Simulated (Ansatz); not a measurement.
Compare A (`C[Se][SiH2]S`) with its isomer B (`SC[SiH2][SeH]`).

Isolated molecules relaxed with PBE0-D4/def2-TZVP in Ansatz; ΔE leaves out vibrations. CBS: MP2 limit from def2 TZ/QZ plus the TZ coupled-cluster correction, frozen cores. Functionals use def2-TZVPP. B3LYP here is the variant with VWN-RPA as its local correlation; programs differ in this. For Se outer-core shells are correlated without core-valence functions, which leaves a few kJ/mol of doubt a bond. Scalar relativity is left out up to krypton. Each species was taken in one conformer, which may not be the lowest.

**Question.** Which is lower in electronic energy at CCSD(T)/CBS, and by how much? (Best estimate.)

**Answer.** Ansatz gave: A, by 76.5 kJ/mol.

**Question.** Give E(B) − E(A) in kJ/mol with PBE0-D4, B2PLYP, r2SCAN-D4, B3LYP, CCSD/def2-TZVPP, MP2/def2-TZVPP, CCSD(T)/def2-TZVPP. (Estimate.)

**Answer.** The calculation gave: PBE0-D4 78.3, B2PLYP 78.7, r2SCAN-D4 80.2, B3LYP 77.8, CCSD/def2-TZVPP 75.4, MP2/def2-TZVPP 80.5, CCSD(T)/def2-TZVPP 76.4. None reverses the order clearly.

Largest T1 diagnostic: 0.010.
